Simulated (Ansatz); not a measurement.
The cluster Hg₄O₅, relaxed as a singlet with RKS B3LYP-D4/def2-SVP in Ansatz, starting from the GFN1-xTB geometry. Force threshold 0.02 eV/Å.

In the def2 sets Hg takes a core potential; there is no spin–orbit coupling. The structure holds 2 bonds between oxygen atoms, so isomers without such links may lie far lower. The restricted singlet is unstable towards broken spin symmetry at other levels; at B3LYP-D4/def2-SVP this wasn't settled. Another isomer (singlet) lies 1.61 eV lower at PBE0-D4/def2-TZVP; other spin states weren't run for this one.

Start:

```tsv
atom	x (Å)	y (Å)	z (Å)
Hg1	2.0061	0.2192	3.2303
Hg2	-0.0911	-1.7523	-0.6569
Hg3	0.8600	2.5123	-0.9609
Hg4	1.2364	0.4730	0.6987
O5	-0.8443	-0.1996	0.8611
O6	1.7518	-1.1848	-0.2233
O7	-1.4659	-0.8485	-1.8216
O8	-1.9084	0.3476	0.1053
O9	-1.5446	0.4330	-1.2326
```

```csv
step,energy (eV),largest force component (eV/Å),SCF passes
1,-26929.2824,2.471,26
2,-26930.4774,0.825,33
3,-26930.7647,1.138,35
4,-26930.9689,0.898,34
5,-26931.0937,0.774,33
6,-26931.2115,0.557,31
7,-26931.3017,0.459,36
8,-26931.3362,0.292,30
9 (rejected),-26931.3224,0.293,30
10,-26931.3516,0.172,29
11,-26931.3561,0.071,29
12,-26931.3576,0.056,30
13,-26931.3577,0.077,30
14,-26931.3593,0.028,31
15,-26931.3595,0.021,31
16,-26931.3597,0.012,31
```

Force components are those of the run's own axes.

End:

```xyz
9

Hg    2.370    0.960    3.615
Hg    0.084   -1.720   -1.221
Hg    0.596    2.657   -0.337
Hg    1.421   -0.084    0.970
O    -1.097   -0.071    0.729
O     1.864   -1.791   -0.303
O    -1.815   -1.036   -1.760
O    -1.674    0.812    0.024
O    -1.748    0.275   -1.718
```

Bonds lost: Hg2–O5, Hg4–O5, O8–O9 (atoms count from 1).

No frequencies were taken in this run, so the end may be a saddle point.

It took 2 min on 4 threads of Arm Neoverse V2 on a shared host, peak host memory 0.76 GiB.
